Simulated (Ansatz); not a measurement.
The cluster Sr₆S₅⁻. The state is a doublet with charge -1. Geometry PBE-D4/def2-SVP; atoms count from 1.

Cartesian coordinates in Å:
```
Sr 0.086 2.511 3.200
Sr 1.419 -0.714 0.963
Sr -0.369 -2.186 -2.336
Sr -2.421 -1.938 0.870
Sr 3.099 2.152 -1.523
Sr -0.922 1.457 -0.703
S -2.643 -0.706 -1.637
S -1.192 0.276 2.025
S 0.019 -3.174 0.258
S 1.349 -0.032 -1.944
S 1.576 2.354 0.826
```

In the def2 sets Sr takes a core potential; there is no spin–orbit coupling. The relaxed charge -1 doublet is spin-contaminated (final ⟨S²⟩ up to 1.04, 0.75 for a pure state). The structure comes from a short search, and lower isomers may exist.

(1) Estimate the Mulliken populations from the PBE0/def2-TZVP orbitals of Ansatz.

(2) Where does the spin sit?

(3) And the Mayer bond orders between bonded heavy atoms (over 0.3)?

Results:

(1) 
| atom | charge (e) | spin (α − β) |
| --- | --- | --- |
| Sr1 | 0.42 | 0.63 |
| Sr2 | 0.74 | -0.17 |
| Sr3 | 0.98 | 0.01 |
| Sr4 | 0.98 | 0.01 |
| Sr5 | 0.42 | 0.63 |
| Sr6 | 0.74 | -0.17 |
| S7 | -1.01 | 0.00 |
| S8 | -1.10 | 0.01 |
| S9 | -1.01 | 0.00 |
| S10 | -1.10 | 0.01 |
| S11 | -1.06 | 0.04 |
Mulliken values and Mayer orders depend strongly on the basis.

(2) Summed by element: Sr 0.93, S 0.07, of 1 unpaired in all. Largest on single atoms: Sr5 0.63, Sr1 0.63, Sr6 -0.17.

(3) Sr1–S8 0.41 (2.83 Å); Sr1–S11 0.44 (2.81 Å); Sr2–S8 0.35 (2.99 Å); Sr2–S9 0.50 (2.92 Å); Sr2–S10 0.35 (2.99 Å); Sr2–S11 0.33 (3.08 Å); Sr3–S7 0.63 (2.80 Å); Sr3–S9 0.63 (2.80 Å); Sr3–S10 0.45 (2.78 Å); Sr4–S7 0.63 (2.80 Å); Sr4–S8 0.45 (2.78 Å); Sr4–S9 0.63 (2.80 Å); Sr5–S10 0.41 (2.83 Å); Sr5–S11 0.44 (2.81 Å); Sr6–S7 0.50 (2.92 Å); Sr6–S8 0.36 (2.98 Å); Sr6–S10 0.36 (2.99 Å); Sr6–S11 0.34 (3.06 Å). Values over 0.3 also appear between atoms too far apart for a bond (Sr1–Sr5 0.31 at 5.61 Å); they arise where an orbital or an unpaired electron spreads over both atoms.
